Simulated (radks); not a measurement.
The numbers below are computed, except where a source is named.
Question: The gallium ion Ga3+, [Ar] 3d10. Code: a radial shooting solver on a logarithmic mesh with Libxc functionals. Model: non-relativistic Kohn-Sham, exchange-only B88, spin-polarised, spherical densities, point nucleus. Every spin shell is full or empty, so the densities are truly spherical. Functionals are evaluated on that one density, not self-consistently. Rank these exchange functionals by their error against the exact value of the orbitals, and give that value: LDA, B88, PBEsol, revPBE, PW91, PW86, OPTX, AM05, SOGGA, G96, SCAN, MS2, Tao-Mo.

Answer: Exact: -72.7405 hartree. From best to worst, with 100 (|E| - |E exact|)/|E exact| (equal figures are ties): revPBE -0.05, PW91 +0.16, B88 +0.22, MS2 -0.26, PW86 +0.26, SCAN +0.33, G96 +0.47, Tao-Mo -0.47, OPTX +0.93, PBEsol -2.52, SOGGA -2.55, AM05 -5.23, LDA -5.78.
